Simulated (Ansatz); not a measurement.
## A geometry optimisation of C4H5AlN2 with r2SCAN-D4/def2-SVP

The starting geometry of this gas-phase singlet was optimised with GFN2-xTB; its bonds are those of `N#C[CH2][AlH][CH2]C#N`.

```xyz
12

C    -0.0692    0.8839    2.0298
C    -1.3990    0.3544    1.9331
C    -0.4799    0.4327   -1.4222
C    -0.6336   -0.9790   -1.2164
Al   -1.7288    0.9997    0.0532
N     0.9856    1.3366    2.0419
N    -0.8033   -2.0940   -1.0042
H    -2.0199    0.7811    2.7298
H    -1.3530   -0.7339    2.0683
H    -2.9173    1.9197   -0.2470
H     0.5760    0.6936   -1.2734
H    -0.7610    0.6834   -2.4515
```

Question: Where would you expect an optimisation with r2SCAN-D4/def2-SVP to take it?

Answer: New bonds form, giving a structure given below by its coordinates. Contacts that close: C1–Al5 (2.58 → 2.06 Å), Al5–N6 (3.38 → 2.18 Å).

The energy falls by 0.33 eV over 53 steps:

```json
{"step": "1", "E − E(last) (eV)": "0.330"}
{"step": "7", "E − E(last) (eV)": "0.127"}
{"step": "13", "E − E(last) (eV)": "0.119"}
{"step": "18", "E − E(last) (eV)": "0.117"}
{"step": "24", "E − E(last) (eV)": "0.093"}
{"step": "30", "E − E(last) (eV)": "0.060"}
{"step": "36", "E − E(last) (eV)": "0.058"}
{"step": "41", "E − E(last) (eV)": "0.048"}
{"step": "47", "E − E(last) (eV)": "0.007"}
{"step": "53", "E − E(last) (eV)": "0.000"}
```

Final geometry (Å):

```json
{"atom": "C", "x (Å)": "-0.3256", "y (Å)": "0.6815", "z (Å)": "1.9670"}
{"atom": "C", "x (Å)": "-1.6026", "y (Å)": "0.0978", "z (Å)": "1.8592"}
{"atom": "C", "x (Å)": "-0.6154", "y (Å)": "0.3596", "z (Å)": "-1.3751"}
{"atom": "C", "x (Å)": "-0.3466", "y (Å)": "-1.0012", "z (Å)": "-0.9789"}
{"atom": "Al", "x (Å)": "-1.1823", "y (Å)": "1.3897", "z (Å)": "0.2275"}
{"atom": "N", "x (Å)": "0.5423", "y (Å)": "1.3889", "z (Å)": "1.5590"}
{"atom": "N", "x (Å)": "-0.1673", "y (Å)": "-2.0755", "z (Å)": "-0.5610"}
{"atom": "H", "x (Å)": "-2.3327", "y (Å)": "0.4110", "z (Å)": "2.6164"}
{"atom": "H", "x (Å)": "-1.5953", "y (Å)": "-0.9793", "z (Å)": "1.6394"}
{"atom": "H", "x (Å)": "-1.8627", "y (Å)": "2.8075", "z (Å)": "0.2523"}
{"atom": "H", "x (Å)": "0.2880", "y (Å)": "0.8164", "z (Å)": "-1.8157"}
{"atom": "H", "x (Å)": "-1.4030", "y (Å)": "0.3817", "z (Å)": "-2.1488"}
```

No frequencies were run, so the end isn't proven a minimum. Run with Ansatz 0.2.0, 2.8 min on 2 threads of Intel(R) Xeon(R) Platinum 8375C CPU @ 2.90GHz (Ice Lake) (shared host).
